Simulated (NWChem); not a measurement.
Species: SiHBr, singlet; SMILES [SiH]Br

Results from NWChem. Low-valent species are run as closed-shell singlets; no triplet was tried in these runs. Geometry: optimised at PBE0/def2-SVP. Ions are spin-unrestricted doublets at the neutral geometry; other ion states weren't tried.

For level PBE/def2-SVP:

- vertical ionisation energy, ΔSCF (eV): 9.04
- −ε(HOMO) (eV): 5.80

### Question
Estimate the same quantities for level CAM-B3LYP/def2-SVP.

### Answer
vertical ionisation energy, ΔSCF (eV): 9.33
−ε(HOMO) (eV): 8.15
